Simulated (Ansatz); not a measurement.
Geometry optimisation, DFT LDA, scalar-relativistic, plane waves, PAW (Ansatz 0.2.0).

input.yaml

```yaml
crystal:
  lattice:
    - [0.0, 5.43, 5.43]
    - [5.43, 0.0, 5.43]
    - [5.43, 5.43, 0.0]
  atoms:
    - { symbol: Si, position: [0.0, 0.0, 0.0] }
    - { symbol: Si, position: [0.125, 0.125, 0.125] }
    - { symbol: Si, position: [0.0, 0.0, 0.5] }
    - { symbol: Si, position: [0.125, 0.125, 0.625] }
    - { symbol: Si, position: [0.0, 0.5, 0.0] }
    - { symbol: Si, position: [0.125, 0.625, 0.125] }
    - { symbol: Si, position: [0.0, 0.5, 0.5] }
    - { symbol: Si, position: [0.125, 0.625, 0.625] }
    - { symbol: Si, position: [0.5, 0.0, 0.0] }
    - { symbol: Si, position: [0.625, 0.125, 0.125] }
    - { symbol: Si, position: [0.5, 0.0, 0.5] }
    - { symbol: Si, position: [0.625, 0.125, 0.625] }
    - { symbol: Si, position: [0.5, 0.5, 0.0] }
    - { symbol: Si, position: [0.625, 0.625, 0.125] }
    - { symbol: Si, position: [0.5, 0.5, 0.5] }
    - { symbol: Si, position: [0.625, 0.625, 0.625] }
    - { symbol: B, position: [0.37806315, 0.87430486, 0.37151905], spin: 1.0 }
magnetization:
  spin_polarized: true
basis:
  ecutwfc: 420.0
kpoints:
  mp_grid: { grid: [2, 2, 2] }
hamiltonian:
  xc: lda
  pseudopotentials: { kind: paw, azcp: { folder: soft_1 } }
scf:
  occupations: { method: fermi_dirac, width: 0.02 }
  lower_state_search: "off"
relax:
  f_tol: 0.03
  max_steps: 60
  adjacent_minimum: "off"
```

Run as:

```bash
$ ansatz run input.yaml --threads 2 --pin off --max-ram 5120MiB --backend cpu --events-out ev --progress --plain --runs-dir out
```

Question: Where does it end, and by what steps?

Answer: The run converged. The force dipped under the threshold on the way, but the program's further checks kept it going. Limits of this set-up: coarse k mesh, PAW files made for another functional, a small cell, in which the defect meets its images. After 13 steps the energy has fallen by 0.191 eV; B17 moved furthest, 0.51 Å. Joined: Si14–B17 (2.69 → 2.23 Å).

| step | energy less start (eV) | largest force component (eV/Å) | accepted |
| --- | --- | --- | --- |
| 0 | 0.0000 | 0.406 | yes |
| 1 | -0.0790 | 0.176 | yes |
| 2 | -0.0999 | 0.025 | yes |
| 3 | -0.0999 | 0.025 | yes |
| 4 | -0.1000 | 0.012 | yes |
| 5 | -0.1001 | 0.003 | yes |
| 6 | -0.1001 | 0.004 | yes |
| 7 | -0.1011 | 0.066 | yes |
| 8 | -0.1237 | 0.194 | yes |
| 9 | -0.1521 | 0.340 | yes |
| 10 | -0.1244 | 0.402 | no |
| 11 | -0.1854 | 0.081 | yes |
| 12 | -0.1898 | 0.051 | yes |
| 13 | -0.1911 | 0.021 | yes |

```xyz
17
Lattice="0.0000 5.4300 5.4300 5.4300 0.0000 5.4300 5.4300 5.4300 0.0000" Properties=species:S:1:pos:R:3
Si 0.018 -0.017 0.022
Si 1.409 1.324 1.339
Si 2.726 2.692 -0.022
Si 4.080 4.037 1.325
Si 2.760 0.017 2.734
Si 4.129 1.363 4.086
Si 5.444 2.730 2.702
Si 6.837 4.052 4.039
Si 0.097 2.685 2.716
Si 1.377 4.060 4.128
Si 2.632 5.328 2.619
Si 4.013 6.731 4.005
Si 2.783 2.727 5.448
Si 4.111 4.103 6.820
Si 5.520 5.435 5.393
Si 6.804 6.836 6.780
B 6.325 4.266 6.965
```

The run took 2.5 min on 2 threads of Arm Neoverse N1 (shared host), peak memory 0.64 GiB.
